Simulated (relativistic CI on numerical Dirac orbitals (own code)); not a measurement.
# Radial parameters of Kr28+

These numbers are calculated, not measured: Dirac-Coulomb-Breit CI, KLI orbitals optimised for each configuration, QED by a radiative potential, unscaled Slater integrals (own radial code, finite nucleus).

Slater integrals F^k, G^k are unscaled and averaged over j, outside the closed core 1s2; ζ comes from projecting the Hamiltonian with its Breit term on Σ l·s of the shell.

- 2s2.2p4: F^2(2p,2p) = 625350, ζ(2p) = 305710 cm⁻¹; <r>(2p) = 0.1522, <r^2>(2p) = 0.02809 (bohr units).
- 2s.2p5: G^1(2s,2p) = 672280, ζ(2p) = 303660 cm⁻¹; <r>(2s) = 0.1763, <r^2>(2s) = 0.03649, <r>(2p) = 0.1526, <r^2>(2p) = 0.02823 (bohr units).
- 2p5.3s: ζ(2p) = 309310, G^1(2p,3s) = 64376 cm⁻¹; <r>(2p) = 0.1516, <r^2>(2p) = 0.02785, <r>(3s) = 0.4193, <r^2>(3s) = 0.1998 (bohr units).

Averages of the first 10 configurations, taken without configuration mixing, which lowers the lowest level and can move excited configurations by several eV; other configurations of the list can lie among them:

```json
{"Configuration": "2s2.2p4", "Parity": "even", "States": "15", "Average energy above the lowest level (eV)": "43.0"}
{"Configuration": "2s.2p5", "Parity": "odd", "States": "12", "Average energy above the lowest level (eV)": "242.1"}
{"Configuration": "2p6", "Parity": "even", "States": "1", "Average energy above the lowest level (eV)": "468.0"}
{"Configuration": "2p5.3s", "Parity": "odd", "States": "12", "Average energy above the lowest level (eV)": "2255.0"}
{"Configuration": "2p5.3p", "Parity": "even", "States": "36", "Average energy above the lowest level (eV)": "2307.9"}
{"Configuration": "2p5.3d", "Parity": "odd", "States": "60", "Average energy above the lowest level (eV)": "2368.4"}
{"Configuration": "2s2.2p3.3s", "Parity": "odd", "States": "40", "Average energy above the lowest level (eV)": "1864.9"}
{"Configuration": "2s2.2p3.3p", "Parity": "even", "States": "120", "Average energy above the lowest level (eV)": "1921.9"}
{"Configuration": "2s2.2p3.3d", "Parity": "odd", "States": "200", "Average energy above the lowest level (eV)": "1982.9"}
{"Configuration": "2s.2p4.3s", "Parity": "even", "States": "60", "Average energy above the lowest level (eV)": "2046.4"}
```
